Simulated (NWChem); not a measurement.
System: iodoethane (C$_{2}$H$_{5}$I); SMILES CCI

Computed with NWChem. def2 effective core potentials on I; no spin-orbit coupling. Each level has its own optimisation; frequencies are unscaled. Brackets give each atom's bonded neighbours.

```csv
level,r C–C (Å),r C–I (Å),r C–H [C(CHHI)–H(C)] (Å),highest harmonic frequency (cm⁻¹),lowest (cm⁻¹),zero-point energy (kcal/mol)
"Hartree-Fock/STO-3G (all-electron, non-relativistic)",1.540,2.127,1.087,3761,266,49.2
"Hartree-Fock/3-21G (all-electron, non-relativistic)",1.530,2.207,1.077,3354,265,44.2
"LDA (Slater exchange, VWN5)/def2-SVP (core potentials)",1.498,2.159,1.108,3102,252,39.6
PBE/def2-SVP (core potentials),1.515,2.194,1.106,3111,249,39.8
BLYP/def2-SVP (core potentials),1.524,2.229,1.104,3094,244,39.6
PBE0/def2-SVP (core potentials),1.509,2.164,1.097,3203,260,41.1
```
